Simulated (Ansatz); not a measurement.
Energy landscape of H2Be, singlet: symmetric bend, bond length relaxed. Scanned: H-Be-H angle. Other coordinates (Be-H bond length) were minimised at B3LYP/def2-TZVP.

RKS-B3LYP/cc-pVQZ = restricted B3LYP/cc-pVQZ (Ansatz, a quantum-chemistry and plane-wave program); FCI/cc-pVQZ = Ansatz with full CI/cc-pVQZ, frozen core.

Energies relative to the lowest point of each profile, in kcal/mol:

| a / ° | RKS-B3LYP/cc-pVQZ |
|---|---|
| 180 | 0.0 |
| 169.02 | 0.6 |
| 160.30 | 1.9 |
| 137.79 | 9.0 |
| 132.37 | 11.6 |
| 121.56 | 17.7 |
| 110.79 | 25.4 |
| 99.75 | 35.2 |
| 91.34 | 43.9 |
| 78.76 | 59.5 |
| 68.02 | 75.0 |
| 60 | 87.8 |

Question: Predict the corresponding FCI/cc-pVQZ column.

Answer: 180: 0.0; 169.02: 0.6; 160.30: 1.9; 137.79: 8.8; 132.37: 11.3; 121.56: 17.4; 110.79: 25.0; 99.75: 34.7; 91.34: 43.4; 78.76: 59.1; 68.02: 75.0; 60: 88.2 (kcal/mol).
